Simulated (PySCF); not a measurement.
A GIAO shielding run with PySCF 2.14.0 with density-fitted response routines (density fitting, non-relativistic, gas phase) on `CCC1=CS[C@@H](F)[SiH2]1`, C5H9FSSi:

```
$ OMP_NUM_THREADS=1 python probes_run.py task.json out

{"job": {"kind": "nmr", "xc": "PBE0", "basis": "pcSseg-1"}, "charge": 0, "multiplicity": 1}
C      2.164071    -0.093179    -0.963870
C      1.395180    -0.988383     0.005837
C      0.098606    -0.352333     0.412564
C     -0.098447     0.125348     1.646506
S     -1.588349     0.892585     2.131661
C     -2.397336     0.945760     0.498965
F     -2.446943     2.252008     0.064248
Si    -1.356206    -0.110416    -0.743164
H      1.581209     0.073750    -1.866685
H      3.108073    -0.556205    -1.241431
H      2.371820     0.869924    -0.503383
H      1.186632    -1.945263    -0.478819
H      2.008198    -1.180317     0.889304
H      0.621197     0.060714     2.448424
H     -3.433905     0.637839     0.645858
H     -1.139134     0.728804    -1.918098
H     -2.081662    -1.348606    -1.037826
```

Hardware: 1 thread of an Arm Neoverse V1, shared host. The job also computes population analyses, field gradients, ring-centre shieldings.

(1) How large is the calculation?

(2) How long does it take, and how much memory does it need?

Answers

(1) 78 electrons, 195 basis functions and 1056 auxiliary functions.

(2) 50 s of wall time, with 14 SCF cycles and 5 response iterations; peak memory 0.86 GiB. Times on a shared host scatter by some tens of per cent.
